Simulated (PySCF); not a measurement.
## Radial density of Te²⁺ (tellurium, charge +2)

UHF, [Kr] 4d10 5s2 5p1 6s1, high-spin 3P determinant (an excited configuration). Calculation: PySCF 2.14, in aug-cc-pV5Z-PP with ECP28MDF; scalar relativity through the core potential. This is the valence pseudo-density: the core potential removes the inner electrons and smooths the orbitals near the nucleus.

| r (bohr) | 4πr²ρ (e/bohr) | 4πr²(ρα − ρβ) |
| --- | --- | --- |
| 0.00133 | 1.124e-05 | 0.0000 |
| 0.00224 | 3.095e-05 | 0.0000 |
| 0.00377 | 8.200e-05 | 0.0000 |
| 0.00634 | 0.0002040 | 0.0000 |
| 0.0107 | 0.0004726 | 0.0000 |
| 0.0179 | 0.0009572 | 0.0000 |
| 0.0302 | 0.001602 | 0.0000 |
| 0.0508 | 0.002167 | 0.0000 |
| 0.0854 | 0.004106 | 0.0001 |
| 0.144 | 0.02852 | 0.0002 |
| 0.242 | 0.3831 | 0.0021 |
| 0.406 | 5.818 | 0.0486 |
| 0.684 | 25.47 | 0.1227 |
| 1.15 | 12.34 | 0.0848 |
| 1.93 | 2.711 | 0.6403 |
| 3.25 | 0.5736 | 0.3879 |
| 5.47 | 0.2025 | 0.2017 |
| 9.21 | 0.004595 | 0.0046 |

Energies and moments cover only the electrons outside the core potential. The outer electron is Rydberg-like, and this basis confines it to a smaller radius and binds it less than a complete one would.
